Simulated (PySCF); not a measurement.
**Identify the compound**

The spectra below were simulated for a compound C₄H₉FOSi₂.

¹H NMR (400 MHz, computed): δ 6.56 (m, 1H), 6.54 (m, 1H), 6.44 (m, 1H), 5.37 (m, 1H), 5.24 (m, 1H), 5.18 (m, 1H), 4.98 (s, 3H).

¹³C{¹H} NMR (computed): δ 168.4, 144.9, 141.9, 108.3.

One computed conformer, gas phase, equivalent nuclei averaged, no relativistic terms. Structure optimised with GFN2-xTB; GIAO PBE0/pcSseg-1 shieldings; PySCF 2.14.

References, each an isolated molecule treated in the same way: ¹H, ¹³C against TMS.

**Question.** Which candidate is it?
A. C=C[Si@H](F)C(=C)O[SiH3]
B. O=C[SiH2]C/C([SiH3])=C\F
C. CC(C(=O)F)=C([SiH3])[SiH3]

**Answer.** A. 

- Rings plus π bonds: 2 (no ring in the answer).
- 4 carbon signals for 4 carbons: no two carbons are equivalent.
- Carbon types of the structure: 1 × C, 1 × CH, 2 × CH2, leaving 4 H on heteroatoms.
- δC 168.4: alkene carbon bearing oxygen; an sp2 carbon further deshielded by the attached heteroatom.
- δC 144.9: terminal =CH2 carbon; an sp2 carbon of a C=C bond.
- δC 141.9: alkene CH; as expected for a trigonal carbon in a double bond.
- δC 108.3: β carbon of an enol-ether or enamine type C=C; the O or N lone pair pushes π density onto this β carbon and shields it.
- δH 6.54, 6.44: hydrogen on a terminal =CH2 carbon; attached to an sp2 carbon and in the plane of the double bond.

The others: CC(C(=O)F)=C([SiH3])[SiH3] would give 3 signals for carbon-bound and other non-exchanging H, not 7; O=C[SiH2]C/C([SiH3])=C\F would give 5 signals for carbon-bound and other non-exchanging H, not 7.

Splittings by ¹⁹F in the carbon and heteronuclear signals aren't shown, as no couplings were computed. Shifts are as computed. Against solution values, carbons near 30 ppm lie about +3 ppm off and those near 130 ppm about +5 ppm. Of 1211 compounds with measured shifts, 218 miss one by over three times the rms of a fit or turn the order of signals round; such compounds aren't used in these exercises. Multiplicities follow the n + 1 count of equivalent neighbours, as no J values were calculated; m marks all less simple cases, F and P coupling included.
